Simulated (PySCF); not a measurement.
**Simulated characterisation data**

PySCF 2.14.0 with density-fitted response routines calculation with GFN2-xTB structure and σ from GIAO-PBE0/pcSseg-1; rapidly exchanging positions averaged, non-relativistic Hamiltonian, one computed conformer, gas phase.

Chemical shifts δ = σref − σ; TMS for $^{1}$H (σ = 31.72 ppm) and $^{13}$C (σ = 186.93 ppm), all at this level. Splittings of carbon signals by F and P are missing where no couplings were computed. Where no couplings were computed, multiplicities follow the n + 1 count of equivalent neighbours, and m marks all less simple cases (inequivalent or close neighbours, rings, F or P nearby). Shifts are as computed. Against solution values, carbons near 30 ppm lie about +3 ppm off and those near 130 ppm about +5 ppm; carbons on Cl a further +6 ppm. Of 1211 compounds with measured shifts, 218 miss one by over three times the rms of a fit or turn the order of signals round; such compounds aren't used in these exercises. Carbons bonded to Cl come out too deshielded.

**1.** SMILES COC(=O)c1pccc(C)p1, C₇H₈O₂P₂. $^{1}$H NMR (600 MHz, computed): δ 9.48 (m, 1H), 8.34 (m, 1H), 4.18 (s, 3H), 3.06 (m, 3H). $^{13}$C{$^{1}$H} NMR (computed): δ 199.8 (C), 180.6 (C), 175.2 (C), 165.5 (CH), 140.6 (CH), 53.6 (CH3), 29.7 (CH3).

**2.** `C1C(Cl)=C([SiH2]Cl)C1`, C₄H₆Cl₂Si. $^{1}$H NMR (600 MHz, computed): δ 5.46 (s, 2H), 2.86 (m, 2H), 2.59 (m, 2H). $^{13}$C{$^{1}$H} NMR (computed): δ 158.9 (C), 148.1 (C), 40.8 (CH2), 29.3 (CH2).

**3.** `C1=COC(c2ccco2)=CC1`, C₉H₈O₂. $^{1}$H NMR (600 MHz, computed): δ 7.47 (m, 1H), 6.74 (m, 1H), 6.66 (m, 1H), 6.59 (d, 1H), 5.59 (t, 1H), 4.87 (m, 1H), 3.18 (m, 2H). $^{13}$C{$^{1}$H} NMR (computed): δ 155.5, 149.7, 148.2, 146.9, 118.2, 113.9, 105.9, 101.8, 25.1.
